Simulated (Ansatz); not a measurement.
Cost and result for the atomization energy of CdH₄OSSi (`[SiH3][O][Cd][SH]`) (8 atoms, 7 bonds).

Charge 0, multiplicity 1. Correlated methods include outer-core shells of Cd, which these sets cover unevenly. Cd takes the def2 core potential. Geometry: relaxed with PBE0-D4/def2-TZVP. It is one conformer, not always the lowest. Program: Ansatz. All runs use 4 threads of an Arm Neoverse V2 on a shared host. Times are those of one run each, without the atoms' runs, and a repeat can differ threefold. Electronic energies, without spin–orbit coupling; frozen cores. CCSD(T)/CBS adds CCSD(T) − MP2 in def2-TZVPP to the MP2 limit, and its time is that of the two runs behind it. T1 = 0.014. With those shells the extrapolation isn't a true limit. B3LYP takes the VWN-RPA correlation (the form of Gaussian; ORCA's B3LYP/G).

CCSD(T)/CBS is a level of theory with its own doubt, some kJ/mol a heavy atom from the limit and from the frozen cores, so smaller differences don't rank the functionals.

```json
{"level": "LDA (SPW92)/def2-TZVPP", "functions": "227", "wall time": "1.1 s", "atomization (kcal/mol)": "610.6", "difference from CCSD(T)/CBS": "70.1", "per bond": "10.0"}
{"level": "BLYP-D4/def2-TZVPP", "functions": "227", "wall time": "1.8 s", "atomization (kcal/mol)": "527.1", "difference from CCSD(T)/CBS": "-13.4", "per bond": "-1.9"}
{"level": "PBE-D4/def2-TZVPP (with forces)", "functions": "227", "wall time": "2.1 s", "atomization (kcal/mol)": "534.9", "difference from CCSD(T)/CBS": "-5.6", "per bond": "-0.8"}
{"level": "PBE0-D4/def2-TZVPP", "functions": "227", "wall time": "2.6 s", "atomization (kcal/mol)": "528.5", "difference from CCSD(T)/CBS": "-12.0", "per bond": "-1.7"}
{"level": "CAM-B3LYP-D4/def2-TZVPP", "functions": "227", "wall time": "2.9 s", "atomization (kcal/mol)": "537.5", "difference from CCSD(T)/CBS": "-3.0", "per bond": "-0.4"}
{"level": "B3LYP-D4/def2-TZVPP (with forces)", "functions": "227", "wall time": "4.1 s", "atomization (kcal/mol)": "530.5", "difference from CCSD(T)/CBS": "-10.0", "per bond": "-1.4"}
{"level": "B2PLYP/def2-TZVPP", "functions": "227", "wall time": "5 s", "atomization (kcal/mol)": "526.3", "difference from CCSD(T)/CBS": "-14.2", "per bond": "-2.0"}
{"level": "r2SCANh-D4/def2-TZVPP", "functions": "227", "wall time": "5 s", "atomization (kcal/mol)": "536.0", "difference from CCSD(T)/CBS": "-4.5", "per bond": "-0.6"}
{"level": "PBE-QIDH/def2-TZVPP", "functions": "227", "wall time": "5.5 s", "atomization (kcal/mol)": "529.6", "difference from CCSD(T)/CBS": "-10.9", "per bond": "-1.5"}
{"level": "CCSD(T)/def2-SVP", "functions": "101", "wall time": "6.5 s", "atomization (kcal/mol)": "493.6", "difference from CCSD(T)/CBS": "-46.9", "per bond": "-6.7"}
{"level": "MP2/def2-QZVPP", "functions": "405", "wall time": "14 s", "atomization (kcal/mol)": "539.7", "difference from CCSD(T)/CBS": "-0.8", "per bond": "-0.1"}
{"level": "CCSD(T)/def2-TZVPP", "functions": "227", "wall time": "3.3 min", "atomization (kcal/mol)": "521.0", "difference from CCSD(T)/CBS": "-19.5", "per bond": "-2.8"}
{"level": "CCSD(T)/CBS(def2)", "functions": "–", "wall time": "3.6 min", "atomization (kcal/mol)": "540.5", "difference from CCSD(T)/CBS": "0.0", "per bond": "0.0"}
```

From PBE to PBE0 (25 % exact exchange), in def2-TZVPP and without D4, the atomization energy moves by −5.9 kcal/mol: exact exchange takes away binding that semilocal exchange gives to molecules. In def2-TZVPP, CCSD(T) changes the Hartree–Fock value by +138.3 kcal/mol (the triples alone add +8.2 kcal/mol) and MP2 by +144.7 kcal/mol; breaking electron pairs costs correlation energy, which Hartree–Fock lacks. The D4 term adds +6.7 kcal/mol with B3LYP and +3.5 kcal/mol with PBE0; it sums over pairs of atoms, weighted by their polarisabilities, and B3LYP, whose exchange is more repulsive, gets the larger term.
